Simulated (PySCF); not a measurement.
Mg(H)(iPr) (C₃H₈Mg), SMILES C[CH](C)[MgH].

Geometry optimised at r2SCAN-D4/def2-SVP. The structure was generated by enumeration; whether it is a known compound was not checked.

All values below come from PySCF with TDDFT-ωB97X/def2-SVPD.

Vertical excitations. Gas-phase values at a fixed geometry. State labels are in the subgroup Cs.

Computed UV-visible absorptions:
```
state  symmetry  energy (eV)  λ (nm)      f                                                                 main pairs
-----  --------  -----------  ------  -----  -------------------------------------------------------------------------
S1           A'         4.79     259  0.000                                                             HOMO→LUMO 83 %
S2           A"         4.84     256  0.001                                         HOMO→LUMO+1 84 %, HOMO→LUMO+5 13 %
S3           A'         5.31     233  0.199                                                           HOMO→LUMO+2 92 %
S4           A'         6.78     183  0.215                                                           HOMO−1→LUMO 85 %
S5           A"         6.81     182  0.259                                                         HOMO−1→LUMO+1 87 %
S6           A'         7.09     175  0.148     HOMO→LUMO+3 34 %, HOMO→LUMO+6 28 %, HOMO→LUMO+4 20 %, HOMO→LUMO+9 11 %
S7           A'         7.35     169  0.437  HOMO−1→LUMO+2 31 %, HOMO→LUMO+3 29 %, HOMO→LUMO+6 20 %, HOMO−1→LUMO+3 9 %
S8           A'         7.52     165  0.032                     HOMO→LUMO+6 42 %, HOMO→LUMO+4 28 %, HOMO−1→LUMO+2 16 %
S9           A'         7.56     164  0.015                     HOMO−1→LUMO+2 44 %, HOMO→LUMO+4 22 %, HOMO→LUMO+3 19 %
S10          A"         7.64     162  0.028                                                           HOMO→LUMO+5 77 %
T1           A'         4.41     281      0                                                           HOMO→LUMO+2 87 %
T2           A'         4.69     264      0                                           HOMO→LUMO 81 %, HOMO→LUMO+4 14 %
T3           A"         4.73     262      0                                         HOMO→LUMO+1 81 %, HOMO→LUMO+5 14 %
T4           A'         6.36     195      0                                                         HOMO−1→LUMO+2 67 %
```
Triplets are in the Tamm–Dancoff approximation, which puts them higher than full response would, so one can lie above its singlet here.
